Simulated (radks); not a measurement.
Problem. Ionisation of the titanium ion Ti10+, [Ne] 3s2, to [Ne] 3s1 as the strength of local exchange is varied. Method: scalar-relativistic Kohn-Sham, Slater X-alpha exchange (alpha = 2/3 is LDA exchange), no correlation, spin-polarised, spherical densities, point nucleus; computed with a radial shooting solver on a logarithmic mesh with Libxc functionals.

| alpha | E(Ti10+) (hartree) | exchange (hartree) | IE (eV) | -e of the level emptied (eV) | <r> of it (bohr) |
|---|---|---|---|---|---|
| 0.557 | -807.43141 | -26.71889 | 259.62 | 248.31 (3s) | 0.8714 |
| 0.677 | -813.20498 | -32.63525 | 263.23 | 252.37 (3s) | 0.8646 |
| 0.739 | -816.19912 | -35.71427 | 265.10 | 254.48 (3s) | 0.8612 |
| 0.919 | -824.93476 | -44.73923 | 270.56 | 260.65 (3s) | 0.8512 |
| 1.044 | -831.03878 | -51.08172 | 274.39 | 264.98 (3s) | 0.8445 |
| x | -812.72276 | -32.14005 | 262.92 | 252.03 (3s) | 0.8652 |

Which alpha was used in the last row?

Solution. alpha = 0.667. NIST Atomic Spectra Database: 265.1 eV (semi-empirical). The Delta-SCF value meets it near alpha = 0.74.
